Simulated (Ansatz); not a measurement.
Stepwise reaction of `[SiH3][O][Al]([Cl])[O][SiH3]` with water, as a gas-phase model of exchange steps in deposition or etching. ΔE in kJ/mol.

Program: Ansatz. Geometries: PBE0-D4/def2-TZVP. ΔE: electronic, gas phase. CCSD(T)/CBS adds triple-zeta CCSD(T) − MP2 to the extrapolated MP2 energy (def2 sets, frozen cores). This one scheme is used for every species. Functionals use def2-TZVPP. B3LYP here is the variant with VWN-RPA as its local correlation; programs differ in this. One conformer a species, not always the lowest.

```
step                                                                      reaction  PBE-D4  B3LYP-D4  ωB97M-V  CCSD(T)/CBS
   1  `[SiH3][O][Al]([Cl])[O][SiH3]` + H₂O → `[OH][Al]([Cl])[O][SiH3]` + `O[SiH3]`    18.7      25.4     22.0         26.8
   2            `[OH][Al]([Cl])[O][SiH3]` + H₂O → `[OH][Al]([OH])[Cl]` + `O[SiH3]`    17.1      23.3     20.8         25.7
```

Problem. By hand: ΔE of the 2 steps together at CCSD(T)/CBS.

Solution. (26.8) + (25.7) = 52.5 kJ/mol, or 26.2 kJ/mol a step.

In ΔE the steps differ by no more than 1.1 kJ/mol. All are uphill at CCSD(T)/CBS. PBE-D4 differs from CCSD(T)/CBS by -8.6 to -8.1 kJ/mol a step. Only this route is followed, and other bonds may react first. Isolated molecules leave out the surface, adducts and barriers. Largest T1 diagnostic: 0.011.
